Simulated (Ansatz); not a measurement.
Relaxation of F$_{2}$H$_{6}$OSW (11 atoms, charge 0, multiplicity 1), to a largest force component of 0.03 eV/Å in at most 50 steps.

Level of theory: RKS B3LYP/def2-SVP in Ansatz 0.2.0.

```xyz
11
Properties=species:S:1:pos:R:3:forces:R:3
W -0.410 0.222 -0.021 -0.03 0.04 0.40
O -0.521 0.125 1.902 -0.04 -0.22 -0.34
H -0.058 -0.528 2.449 -0.09 0.12 -0.11
H 0.944 0.162 -1.016 0.00 -0.03 0.02
F -0.238 2.013 -0.583 -0.02 -0.04 0.02
F -2.192 -0.145 -0.506 0.04 0.02 0.01
H 0.752 -0.928 0.387 0.03 0.01 -0.02
H -0.293 -1.117 -1.023 0.00 0.01 0.00
S 2.301 1.881 1.707 -0.52 -0.28 0.29
H 2.998 0.762 2.020 -0.04 0.04 -0.01
H 1.184 1.453 2.400 0.65 0.33 -0.27
```

**Question.** Where does it end, and by what steps?

**Answer.** The forces met the threshold. The force dipped under the threshold on the way, but the program's further checks kept it going. After 39 steps the energy has fallen by 0.362 eV; H11 moved furthest, 1.90 Å. Joined: W1–S9 (3.62 → 2.76 Å).

| step | energy less start (eV) | largest force component (eV/Å) | accepted |
| --- | --- | --- | --- |
| 0 | 0.0000 | 0.655 | yes |
| 2 | -0.0632 | 0.363 | yes |
| 4 | -0.1311 | 0.882 | yes |
| 6 | -0.2694 | 0.585 | yes |
| 8 | -0.2892 | 0.178 | yes |
| 10 | -0.2972 | 0.135 | yes |
| 12 | -0.3078 | 0.072 | yes |
| 14 | -0.3099 | 0.203 | yes |
| 16 | -0.3130 | 0.294 | yes |
| 18 | -0.3196 | 0.113 | yes |
| 20 | -0.3220 | 0.299 | yes |
| 22 | -0.3317 | 0.069 | yes |
| 24 | -0.3330 | 0.242 | yes |
| 26 | -0.3433 | 0.216 | yes |
| 28 | -0.3414 | 0.434 | no |
| 30 | -0.3578 | 0.062 | yes |
| 32 | -0.3587 | 0.032 | yes |
| 34 | -0.3603 | 0.132 | yes |
| 36 | -0.3615 | 0.015 | yes |
| 38 | -0.3617 | 0.062 | yes |
| 39 | -0.3619 | 0.029 | yes |

```xyz
11
Properties=species:S:1:pos:R:3
W -0.230 0.225 0.247
O -0.518 -0.693 1.895
H 0.046 -1.372 2.288
H 1.051 0.432 -0.841
F -0.197 2.135 0.094
F -2.067 0.196 -0.219
H 0.909 -1.026 0.180
H -0.269 -0.762 -1.108
S 2.073 1.012 1.544
H 1.528 1.521 2.678
H 2.140 2.232 0.959
```

Time of the run: 92 s on 4 threads of Arm Neoverse V2, with other jobs on the host, peak memory 0.31 GiB.
